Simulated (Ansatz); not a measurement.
Reactions of `S[SiH]1BCC1`.

Isolated molecules relaxed with PBE0-D4/def2-TZVP in Ansatz; ΔE leaves out vibrations. CBS: MP2 limit from def2 TZ/QZ plus the TZ coupled-cluster correction, frozen cores. This one scheme is used for every species, atoms too. DFT in def2-TZVPP. No spin–orbit coupling; open shells (•) take unrestricted orbitals. Spin–orbit coupling would lower the free atoms: a little for B, C, S, Si. Each species was taken in one conformer, which may not be the lowest.

```tsv
reaction	CCSD(T)/CBS(def2) (kcal/mol)
`S[SiH]1BCC1` → `BSC(=C)[SiH3]`	-0.7
`S[SiH]1BCC1` → B• + 2 C• + 7 H• + S• + Si•	1026.8
`S[SiH]1BCC1` + CH₄ → `C[SiH]1BCC1` + H₂S	17.0
`S[SiH]1BCC1` + H₂ → `B1CC[SiH2]1` + H₂S	?
```

Q: Fill in the missing values. (Estimate.)

A: Ansatz gave: `S[SiH]1BCC1` + H₂ → `B1CC[SiH2]1` + H₂S: +10.3 kcal/mol.

Largest T1 diagnostic: 0.014, for `BSC(=C)[SiH3]`.
